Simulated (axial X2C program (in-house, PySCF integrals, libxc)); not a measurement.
**What spin–orbit coupling does to WH⁺**

All values were computed with an in-house relativistic program for diatomic molecules. Spin-free means the one-electron spin-free X2C Hamiltonian; two-component (2c) means X2C with spin–orbit coupling and atomic mean-field two-electron Coulomb and Gaunt terms, so the difference of the two also holds small scalar two-electron terms. Basis: W dyall-cv3z [13s14p9d7f4g], H dyall-v3z [6s2p1d] (cores contracted in-house); Gaussian nuclei, density fitting, unrestricted open shells. Masses: W 183.951 u, H 1.008 u.

Spin-free state: M_S = 2, Λ = 1 (beyond evenly filled blocks: σα, π+α, δ+α, δ-α); fragments W+ + H.

```tsv
level	Re (Å)	ωe (cm⁻¹)	De (eV)	μ (D)
PBE0	1.685	2038.4	2.546	-1.53
HF	1.715	1918.3	1.290	-2.28
MP2	1.682	2124.7	2.253	n/a
PBE	1.692	2002.0	2.706	-1.24
```

Correlated methods: 6 electrons correlated (number of frozen shells: W 5 s, 4 p, 2 d, 1 f; H none), 248 virtual spin orbitals or spinors in MP2.

Dipoles are positive if H is the positive end and refer to the centre of mass.

Two-component determinant lowest at the distance of the search:

Ω = 1 (⟨Sz⟩ = 1.98, ⟨Lz⟩ = -0.98 at HF); fragments W+ + H.

| level | Re (Å) | ωe (cm⁻¹) | μ (D) |
| --- | --- | --- | --- |
| PBE0 | 1.687 | 2028.8 | -1.53 |
| HF | 1.716 | 1917.7 | -2.27 |
| MP2 | 1.684 | 2110.3 | n/a |
| PBE | 1.693 | 1992.3 | -1.25 |

Task: From the two tables, how do the constants change at the MP2 level (2c against spin-free)?

Result: At the MP2 level Re rises by 0.002 Å and ωe falls by 14.4 cm⁻¹.

The state is one determinant whose occupation by symmetry is held fixed; it was picked as the lowest of a PBE0 search that is not exhaustive. De is counted from the lowest determinant-based energies of the atoms at the same level, without counterpoise correction. De is not given where an atomic determinant may have missed its ground term or J level, or where the truncated virtual space spoils (T). Density functionals use the spin component along the axis (collinear). PBE0 can misorder states that lie within some tenths of an eV, so this need not be the ground state of the molecule. The nearest other spin-free determinant of the search, M_S = 2, Λ = 2, lies 0.10 eV up at the distance of the search. Without a current term, density functionals place determinants with orbital angular momentum somewhat too high. With several unpaired electrons one determinant need not be a pure state. Open-shell Ω = 0 determinants with evenly filled partner blocks cannot be reached by this program, so the Ω shown need not be the lowest component. At some level and bond length an empty orbital lies below a filled one. The determinant is spin-polarised beyond a pure state at some levels (its spin-free form has ⟨S²⟩ too high), which makes Re and μ there less reliable. With the outer-core shells frozen, correlated bond lengths of heavy atoms tend to come out a few hundredths of an ångström too long.
